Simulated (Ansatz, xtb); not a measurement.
**A ladder of methods for SnCl2 (SMILES [Cl][Sn][Cl])**

SnCl2: 3 atoms, total charge 0, spin state singlet. SMILES: `[Cl][Sn][Cl]`. The shape comes from GFN2-xTB, which is rough for such elements, and wasn't checked as a minimum.

```tsv
atom	x (Å)	y (Å)	z (Å)
Sn	0.0049	-0.0072	-1.0237
Cl	1.8126	-0.0190	0.5210
Cl	-1.8175	0.0262	0.5027
```

Quantity: the vertical ionisation energy (to the doublet cation), in eV. The values are calculated.

| level | kind | program | value (eV) | CPU time (all runs) |
| --- | --- | --- | --- | --- |
| GFN2-xTB | semi-empirical | xtb | 14.41 | under 2 s |
| HF/def2-SVP (core potential) | Hartree–Fock | Ansatz | 9.43 | 2.4 s |
| SVWN5/def2-SVP (core potential) | LDA | Ansatz | 10.01 | 5.2 s |
| PBE/def2-SVP (core potential) | GGA | Ansatz | 9.80 | 9.9 s |
| r2SCAN/def2-SVP (core potential) | meta-GGA | Ansatz | 10.02 | 24 s |
| PBE0/def2-SVP (core potential) | global hybrid | Ansatz | 10.04 | 6.4 s |
| MP2/def2-SVP (core potential) | perturbation theory | Ansatz | 9.78 | 2.7 s |
| CCSD/def2-SVP (core potential) | coupled cluster or CI | Ansatz | 9.74 | 6.4 s |

Spin-orbit coupling, which can split open shells on such heavy atoms by tenths of an eV, is left out. The values span 9.43 to 14.41 eV. The xTB values lack the empirical shift that such differences need. In the correlated wave-function rows the outer d shell of Sn is correlated, in sets not made for it. Times are those of the runs behind each value, whatever else they computed, on shared processors of several kinds: orders of magnitude only.
